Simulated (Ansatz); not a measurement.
The cluster SiTe₄ was relaxed with r2SCAN-D4 (def2-SVP) in Ansatz in these states: neutral quintet, neutral singlet, neutral triplet. The geometries follow in no particular order.

In the def2 sets Te takes a core potential; there is no spin–orbit coupling.

A:

Cartesian coordinates in Å:
```
Si 0.963 0.569 0.764
Te -0.693 -1.370 1.468
Te -0.360 1.878 -0.909
Te 2.541 -0.317 -0.883
Te -2.452 -0.760 -0.440
```

B:

```xyz
5

Si    1.411    0.160    1.700
Te   -1.884   -1.428   -0.768
Te    1.445    1.594   -0.326
Te   -0.444   -1.480    1.531
Te   -0.528    1.153   -2.137
```

C:

| atom | x (Å) | y (Å) | z (Å) |
| --- | --- | --- | --- |
| Si1 | -0.006 | -0.382 | -2.136 |
| Te2 | -0.320 | -0.959 | 2.010 |
| Te3 | -0.771 | 1.710 | -1.039 |
| Te4 | 0.766 | -1.965 | -0.386 |
| Te5 | 0.332 | 1.597 | 1.550 |

Problem. Judge from the bond lengths which geometry belongs to which state (an estimate).

Solution. A is the neutral quintet (Te2–Te4 4.135 Å, Te3–Te5 3.399 Å, Te2–Te5 2.666 Å); B is the neutral triplet (Te2–Te4 2.713 Å, Te3–Te5 2.713 Å, Te2–Te5 3.221 Å); C is the neutral singlet (Te2–Te4 2.817 Å, Te3–Te5 2.817 Å, Te2–Te5 2.678 Å).

At PBE0-D4/def2-TZVP a singlet lies 1.55 eV below the neutral quintet. At PBE0-D4/def2-TZVP a singlet lies 1.17 eV below the neutral triplet. These are the stationary points nearest to one start from a short search; other shapes may lie lower in each state.
